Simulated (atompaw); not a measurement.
**Cutoff test, C, PAW (atompaw)**

C (Z = 6), PAW, made with atompaw 4.2.0.5 (PBE, non-relativistic). Core [He], reference 2s2 2p2. Waves: 2s (bound): rc 0.35 bohr; 2s channel at 3.05 Ry: rc 2.70 bohr; 2p (bound): rc 2.60 bohr; 2p channel at 0.55 Ry: rc 2.70 bohr; 3d channel at 0.3 Ry: rc 2.70 bohr; 3d channel at 2.95 Ry: rc 2.70 bohr. Local part: ultrasoft scheme with l = 3 at -0.5 Ry, radius 2.45 bohr. Core correction: smooth core density matched at 1.60 bohr. Augmentation charge: besselshape compensation charge, radius 2.55 bohr; PAW radius 2.70 bohr; waves and projectors: custom rrkj gramschmidtortho.

The pseudo-atom Hamiltonian at the reference potential is diagonalised in spherical Bessel functions j_l(qr) that vanish at 20 bohr, with q² up to the cutoff. All-electron valence levels (Ry): 2s -1.0098, 2p -0.3887.

Problem. How do the lowest levels (Ry) of each channel move with the cutoff, and are there ghosts?

Solution.

```json
{"cutoff (Ry)": "8", "s #1": "-0.0334", "p #1": "-0.3856", "p #2": "0.0333", "d #1": "0.0725", "f #1": "0.1168", "f #2": "0.2520", "Σ f·Δε (mRy)": "1957.1"}
{"cutoff (Ry)": "18", "s #1": "-0.0351", "p #1": "-0.3887", "p #2": "0.0321", "d #1": "0.0725", "f #1": "0.1168", "f #2": "0.2520", "Σ f·Δε (mRy)": "1947.6"}
{"cutoff (Ry)": "35", "s #1": "-0.0499", "p #1": "-0.3887", "p #2": "0.0321", "d #1": "0.0725", "f #1": "0.1168", "f #2": "0.2520", "Σ f·Δε (mRy)": "1917.8"}
{"cutoff (Ry)": "55", "s #1": "-0.2229", "p #1": "-0.3887", "p #2": "0.0321", "d #1": "0.0725", "f #1": "0.1168", "f #2": "0.2520", "Σ f·Δε (mRy)": "1571.8"}
{"cutoff (Ry)": "90", "s #1": "-0.6668", "p #1": "-0.3887", "p #2": "0.0321", "d #1": "0.0725", "f #1": "0.1168", "f #2": "0.2520", "Σ f·Δε (mRy)": "684.1"}
{"cutoff (Ry)": "140", "s #1": "-0.8896", "p #1": "-0.3887", "p #2": "0.0321", "d #1": "0.0725", "f #1": "0.1168", "f #2": "0.2520", "Σ f·Δε (mRy)": "238.5"}
{"cutoff (Ry)": "230", "s #1": "-0.9864", "p #1": "-0.3887", "p #2": "0.0321", "d #1": "0.0725", "f #1": "0.1168", "f #2": "0.2520", "Σ f·Δε (mRy)": "44.8"}
{"cutoff (Ry)": "400", "s #1": "-1.0088", "p #1": "-0.3887", "p #2": "0.0321", "d #1": "0.0725", "f #1": "0.1168", "f #2": "0.2520", "Σ f·Δε (mRy)": "0.0"}
```

Result: no extra level below or beside the all-electron valence levels (s, p, d, f tested); 10 mRy is reached at over 300 Ry and 1 mRy at over 300 Ry.
